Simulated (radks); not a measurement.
Q: These are the eigenvalues of the occupied orbitals of an atom or ion with whole-number occupations (hartree). Method: scalar-relativistic Kohn-Sham, PBEsol, spin-unpolarised, spherical densities, finite nucleus; Fermi nuclear charge, rms radius of each element as measured or else 0.836 A^(1/3) + 0.57 fm; computed with a radial shooting solver on a logarithmic mesh with Libxc functionals.

| orbital | eigenvalue |
|---|---|
| 1s | -1777.296 |
| 2s | -292.4894 |
| 2p | -260.7411 |
| 3s | -64.91436 |
| 3p | -55.03142 |
| 3d | -41.80396 |
| 4s | -13.45892 |
| 4p | -10.20850 |
| 4d | -5.67891 |
| 5s | -2.36188 |
| 5p | -1.57269 |
| 4f | -0.82309 |
| 6p | -0.44589 |

Which element is it, and in what charge state? The configuration may be excited.

A: Z = 63, europium, charge +2: Eu2+ in [Kr] 4d10 4f7 5s2 5p5 6p1. The list shows which subshells hold electrons but not how many an open one holds; the 1s level, -1777.3 hartree, gives Z - s = 59.6 by -(Z - s)^2/2, which with screening and relativity narrows Z to a few neighbours, and the depths of the outer levels then fix element, charge and occupations together.
